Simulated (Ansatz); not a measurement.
Job for Ansatz (a quantum-chemistry and plane-wave program): R-PBE/def2-TZVPPD on N2 (SMILES N#N) with ghost functions, monomers drawn apart or pushed together. Files ending in .json are basis or fitting sets from the Basis Set Exchange.

Ansatz 0.2 input:
```yaml
crystal:
  periodic: [false, false, false]
  atoms:
    - {symbol: N, position_ang: [-0.34839498, 0.36281176, -0.32613753]}
    - {symbol: N, position_ang: [0.36657889, -0.35850908, 0.07092464]}
basis:
  gaussian:
    orbitals: def2-TZVPPD.json
    ghost_atoms:
      - {symbol: C, position_ang: [0.05717040, -0.50489107, 6.19939357]}
      - {symbol: O, position_ang: [-0.80366227, 0.42983877, 5.56242227]}
      - {symbol: H, position_ang: [0.75435357, -0.01876563, 6.89060100]}
      - {symbol: H, position_ang: [0.63390881, -0.98756671, 5.41202922]}
      - {symbol: H, position_ang: [-0.50073695, -1.27606830, 6.74178679]}
      - {symbol: H, position_ang: [-1.32982914, 0.87435436, 6.23400865]}
hamiltonian:
  xc: {name: PBE}
scf: {lower_state_search: off}
```

The log:

```
WARN ansatz: RAYON_NUM_THREADS=1 ignored (pool sized by the plan → 1); use --threads N
Functional definition: PBE
these checks for a lower state are left out or cut short: stability, starts, cluster_reference, orbital_swaps, neighbouring_geometries, increment
integrals: 0.08 GiB planned
904 factors; their error is unknown
mean field: 0.71 GiB planned
mean field evaluation 1: about -2976.4809 eV, gradient 3.1e1 eV
mean field evaluation 2: about -2976.6265 eV, gradient 2.9e1 eV
mean field evaluation 4: about -2978.3536 eV, gradient 6.3e-2 eV
mean field evaluation 8: about -2978.3491 eV, gradient 2.1e-3 eV
mean field -2978.34914991 eV, -109.4523124617 hartree, gradient 1.7e-6 eV, S^2 0.000000; 0 other end points of the search recorded, 0 dependent functions left out
reference -2978.34917500 eV, -109.4523133836 hartree; 7, 7 occupied and 212, 212 virtual orbitals, 904 factors
Total energy: -2978.34917500 eV, -109.4523133836 hartree
Checks for a lower state left out: stability, starts, cluster_reference, orbital_swaps, neighbouring_geometries, increment
```

The calculation finished and met its thresholds.

Cost: very roughly 1.9 core-seconds.
